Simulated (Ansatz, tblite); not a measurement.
Forces on (I2Ga-mu-OH)2 (Ga₂I₄O₂H₂) at its PBE-D4/def2-SVP geometry. The state is a singlet with charge 0.

In the def2 sets I takes a core potential; there is no spin–orbit coupling. The xTB rows come from tblite.

GFN2-xTB (tblite), largest force 1.06 eV/Å:

```xyz
10
positions Å, forces eV/Å
Ga   -1.058   -0.925    0.510   -0.627   -0.559    0.364
I    -1.487   -1.723    2.832    0.066    0.062   -0.054
I    -2.447   -1.612   -1.468    0.040    0.023    0.041
O     0.854   -0.986    0.049    0.351   -0.700   -0.698
Ga    1.137    0.937   -0.253    0.707    0.573   -0.100
I     2.787    1.903    1.345   -0.084   -0.065   -0.002
I     1.143    1.433   -2.717   -0.009   -0.019    0.058
O    -0.700    1.008    0.446   -0.705    0.652   -0.437
H     1.107   -1.585   -0.681    0.153   -0.015    0.404
H    -1.336    1.550   -0.062    0.107    0.048    0.424
```

PBE0-D4/def2-TZVP (Ansatz), largest force 0.77 eV/Å:

```
Ga 0.243 0.206 -0.074
I 0.054 0.096 -0.273
I 0.152 0.074 0.224
O -0.088 -0.107 -0.516
Ga -0.239 -0.203 0.094
I -0.196 -0.116 -0.186
I 0.004 -0.053 0.276
O -0.227 0.065 -0.494
H -0.206 0.472 0.558
H 0.503 -0.434 0.390
```

CAM-B3LYP-D4/def2-TZVP (Ansatz), largest force 0.71 eV/Å:

```
Ga 0.246 0.198 -0.021
I 0.063 0.109 -0.301
I 0.169 0.082 0.249
O -0.183 -0.005 -0.539
Ga -0.211 -0.190 0.138
I -0.220 -0.131 -0.203
I 0.004 -0.058 0.306
O -0.160 -0.041 -0.559
H -0.161 0.410 0.537
H 0.453 -0.373 0.393
```
